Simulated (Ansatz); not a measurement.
Relaxation of SbH2(OtBu) (C₄H₁₁OSb) with RKS PBE-D4/def2-SVP.

```sh
$ ansatz run in.yaml --threads 4 --pin off --events-out ev --progress --plain --max-ram 4787MiB
```

```yaml
crystal:
  periodic: [false, false, false]
  atoms:
    - {symbol: C, position_ang: [-0.139910, -0.250850, -0.045020]}
    - {symbol: C, position_ang: [-1.325940, 0.353060, 0.709900]}
    - {symbol: C, position_ang: [-0.650210, -1.231940, -1.107040]}
    - {symbol: C, position_ang: [0.779520, -0.983670, 0.934670]}
    - {symbol: O, position_ang: [0.562290, 0.731910, -0.761050]}
    - {symbol: Sb, position_ang: [1.432460, 2.269990, 0.120370]}
    - {symbol: H, position_ang: [2.744750, 2.120090, -0.942790]}
    - {symbol: H, position_ang: [0.718080, 3.336840, -0.995270]}
    - {symbol: H, position_ang: [-1.928030, -0.429350, 1.164310]}
    - {symbol: H, position_ang: [-0.967220, 1.021760, 1.492690]}
    - {symbol: H, position_ang: [-1.943390, 0.925160, 0.021840]}
    - {symbol: H, position_ang: [-1.283440, -0.702850, -1.813580]}
    - {symbol: H, position_ang: [-1.216800, -2.036580, -0.647190]}
    - {symbol: H, position_ang: [0.194260, -1.649170, -1.649170]}
    - {symbol: H, position_ang: [1.100750, -0.303360, 1.723680]}
    - {symbol: H, position_ang: [1.659760, -1.343900, 0.407810]}
    - {symbol: H, position_ang: [0.263050, -1.827130, 1.385860]}
basis:
  gaussian: {orbitals: def2-SVP}
hamiltonian: {xc: pbe, dispersion: d4}
scf: {lower_state_search: "off"}
output: {orbitals: {seedname: orbitals}}
relax: {f_tol: 0.02, max_steps: 100}
```

It took 13 s on 4 threads of Intel Xeon Platinum 8259CL on a shared host.

Positions (Å) and forces (eV/Å) at steps 1, 2, 3, 4, 5, 7 of 7:

```xyz
17
step=1 energy=-12898.8799 eV
C    -0.140   -0.251   -0.045   -0.361   -0.540    0.266
C    -1.326    0.353    0.710    0.463   -0.170   -0.332
C    -0.650   -1.232   -1.107    0.266    0.450    0.382
C     0.780   -0.984    0.935   -0.306    0.304   -0.394
O     0.562    0.732   -0.761   -0.200   -0.491   -0.901
Sb    1.432    2.270    0.120    0.300    0.628    0.963
H     2.745    2.120   -0.943    0.592    0.034   -0.280
H     0.718    3.337   -0.995   -0.225    0.497   -0.266
H    -1.928   -0.429    1.164   -0.455   -0.431    0.390
H    -0.967    1.022    1.493    0.131    0.418    0.557
H    -1.943    0.925    0.022   -0.463    0.364   -0.425
H    -1.283   -0.703   -1.814   -0.436    0.314   -0.498
H    -1.217   -2.037   -0.647   -0.392   -0.569    0.268
H     0.194   -1.649   -1.649    0.523   -0.305   -0.384
H     1.101   -0.303    1.724    0.233    0.343    0.566
H     1.660   -1.344    0.408    0.583   -0.291   -0.312
H     0.263   -1.827    1.386   -0.253   -0.556    0.400
17
step=2 energy=-12899.0131 eV
C    -0.158   -0.281   -0.038   -0.158   -0.196    0.274
C    -1.346    0.342    0.714    0.181   -0.062   -0.112
C    -0.667   -1.261   -1.108    0.093    0.161    0.128
C     0.777   -1.009    0.942   -0.111    0.127   -0.137
O     0.547    0.701   -0.779    0.276    0.351   -0.578
Sb    1.460    2.313    0.060    0.096    0.176    0.238
H     2.912    2.218   -0.938   -0.344   -0.007    0.005
H     0.721    3.526   -0.989    0.153   -0.294    0.011
H    -1.961   -0.433    1.202   -0.136   -0.114    0.119
H    -0.991    1.036    1.496    0.039    0.115    0.143
H    -1.981    0.906    0.010   -0.132    0.088   -0.113
H    -1.308   -0.726   -1.827   -0.123    0.076   -0.134
H    -1.242   -2.081   -0.651   -0.120   -0.177    0.074
H     0.188   -1.684   -1.661    0.136   -0.090   -0.103
H     1.126   -0.320    1.732    0.066    0.094    0.141
H     1.658   -1.394    0.402    0.149   -0.090   -0.079
H     0.265   -1.854    1.431   -0.065   -0.157    0.123
17
step=3 energy=-12899.0538 eV
C    -0.153   -0.274   -0.042   -0.105   -0.145    0.124
C    -1.343    0.350    0.710    0.054   -0.024   -0.059
C    -0.662   -1.255   -1.113    0.027    0.048    0.043
C     0.783   -1.002    0.939   -0.034    0.033   -0.066
O     0.555    0.712   -0.788    0.101    0.129   -0.178
Sb    1.451    2.303    0.117    0.052    0.078   -0.147
H     2.840    2.203   -0.943   -0.076   -0.001    0.094
H     0.741    3.459   -0.992    0.027   -0.065    0.094
H    -1.959   -0.424    1.209   -0.025   -0.004    0.034
H    -0.988    1.053    1.493   -0.004    0.023    0.032
H    -1.986    0.910    0.003   -0.023    0.010   -0.007
H    -1.308   -0.719   -1.835   -0.020    0.001   -0.018
H    -1.240   -2.080   -0.655   -0.022   -0.036    0.001
H     0.195   -1.680   -1.669    0.012   -0.018   -0.014
H     1.143   -0.310    1.729    0.017    0.008    0.031
H     1.663   -1.398    0.396    0.018   -0.018   -0.001
H     0.269   -1.846    1.441    0.001   -0.019    0.036
17
step=4 energy=-12899.0575 eV
C    -0.154   -0.275   -0.045   -0.056   -0.079    0.062
C    -1.342    0.353    0.707    0.021    0.000   -0.025
C    -0.664   -1.257   -1.113    0.011    0.020    0.011
C     0.785   -1.000    0.936   -0.004    0.016   -0.027
O     0.556    0.712   -0.799    0.039    0.051   -0.059
Sb    1.450    2.301    0.118   -0.012   -0.022   -0.012
H     2.839    2.201   -0.927    0.002    0.009    0.013
H     0.737    3.456   -0.975    0.003    0.005    0.014
H    -1.956   -0.417    1.217    0.007    0.011    0.002
H    -0.987    1.064    1.484   -0.006   -0.003   -0.004
H    -1.990    0.906   -0.002    0.003   -0.005    0.011
H    -1.312   -0.724   -1.837    0.002   -0.010    0.007
H    -1.242   -2.085   -0.655    0.003    0.004   -0.004
H     0.193   -1.685   -1.672   -0.010    0.000    0.006
H     1.155   -0.304    1.720    0.001   -0.007   -0.005
H     1.661   -1.407    0.392   -0.009    0.001    0.011
H     0.271   -1.838    1.451    0.006    0.013    0.002
17
step=5 energy=-12899.0581 eV
C    -0.154   -0.281   -0.047    0.083    0.098   -0.025
C    -1.337    0.358    0.700   -0.002   -0.028    0.019
C    -0.665   -1.261   -1.113   -0.009   -0.022    0.017
C     0.786   -1.001    0.934   -0.046   -0.031    0.026
O     0.565    0.705   -0.805   -0.007    0.015   -0.010
Sb    1.448    2.295    0.124   -0.025   -0.045   -0.004
H     2.834    2.213   -0.923    0.007    0.010   -0.002
H     0.722    3.457   -0.952    0.002    0.009    0.000
H    -1.951   -0.406    1.219   -0.012    0.005    0.004
H    -0.981    1.074    1.472    0.008   -0.003   -0.006
H    -1.987    0.908   -0.010    0.001   -0.003   -0.007
H    -1.315   -0.730   -1.836   -0.001    0.002    0.001
H    -1.244   -2.087   -0.652   -0.004   -0.007   -0.009
H     0.189   -1.691   -1.672    0.000   -0.001    0.001
H     1.163   -0.303    1.712   -0.001    0.007   -0.010
H     1.657   -1.420    0.392   -0.003    0.005   -0.009
H     0.268   -1.830    1.458    0.009   -0.010    0.012
17
step=7 energy=-12899.0587 eV
C    -0.151   -0.280   -0.050   -0.001   -0.002    0.002
C    -1.334    0.360    0.696   -0.001   -0.001    0.000
C    -0.666   -1.265   -1.112   -0.001   -0.002    0.002
C     0.785   -1.002    0.934   -0.002   -0.002    0.002
O     0.566    0.703   -0.811    0.001    0.000   -0.003
Sb    1.450    2.286    0.127    0.002    0.000    0.003
H     2.832    2.224   -0.928    0.000    0.001   -0.002
H     0.717    3.462   -0.930   -0.001    0.001    0.001
H    -1.950   -0.401    1.217    0.001    0.001    0.000
H    -0.977    1.078    1.465    0.001   -0.001    0.000
H    -1.983    0.909   -0.016   -0.001   -0.001    0.000
H    -1.315   -0.736   -1.836    0.001    0.000    0.000
H    -1.245   -2.088   -0.647    0.001    0.002    0.000
H     0.187   -1.699   -1.670    0.000    0.000    0.000
H     1.166   -0.301    1.707    0.000    0.001   -0.001
H     1.653   -1.426    0.391    0.000   -0.001    0.000
H     0.265   -1.827    1.463    0.000    0.001    0.000
```

In the def2 sets Sb takes a core potential; there is no spin–orbit coupling. Another isomer (singlet) lies 0.33 eV lower at PBE0-D4/def2-TZVP; other spin states weren't run for this one.
